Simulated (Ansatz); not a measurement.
Relaxation of ClF4H3NTa (10 atoms, charge 0, multiplicity 1), to a largest force component of 0.03 eV/Å in at most 50 steps.

Theory: RKS PBE0-D4/def2-SVP in Ansatz.

```xyz
10
Properties=species:S:1:pos:R:3
Ta -0.134 0.155 0.094
Cl 2.209 0.815 0.268
N -0.153 0.006 2.037
H -0.932 -0.414 2.538
H 0.671 0.110 2.622
F 0.324 -1.093 -1.230
F -0.705 1.836 -0.454
F -1.860 -0.560 0.158
F 1.697 -2.231 0.951
H 2.379 -1.728 0.581
```

Where does it end, and by what steps?

It converged. After 14 steps the energy has fallen by 0.203 eV; F8 moved furthest, 0.71 Å. Joined: Ta1–F9 (3.13 → 2.37 Å).

```
step  energy less start (eV)  largest force component (eV/Å)  accepted
   0                  0.0000                           0.896       yes
   1                 -0.0168                           0.764       yes
   2                 -0.0499                           0.119       yes
   3                 -0.0513                           0.420       yes
   4                 -0.0576                           0.298       yes
   5                 -0.0722                           0.388       yes
   6                 -0.0821                           0.851       yes
   7                 -0.1032                           0.730       yes
   8                 -0.1388                           0.264       yes
   9                 -0.1722                           0.350       yes
  10                 -0.1808                           0.742       yes
  11                 -0.1988                           0.224       yes
  12                 -0.2015                           0.111       yes
  13                 -0.2026                           0.057       yes
  14                 -0.2028                           0.013       yes
```

```xyz
10
Properties=species:S:1:pos:R:3
Ta 0.030 0.002 0.146
Cl 2.330 0.570 0.406
N -0.111 0.138 2.118
H -0.802 -0.378 2.659
H 0.568 0.566 2.743
F 0.433 -0.719 -1.568
F -0.678 1.624 -0.405
F -1.449 -1.131 0.283
F 1.144 -2.047 0.593
H 2.029 -1.728 0.586
```

Whether the end is a true minimum wasn't checked by a vibrational analysis.

Run time: 56 s on 4 threads of Arm Neoverse V1, with other jobs on the host, peak memory 0.42 GiB.
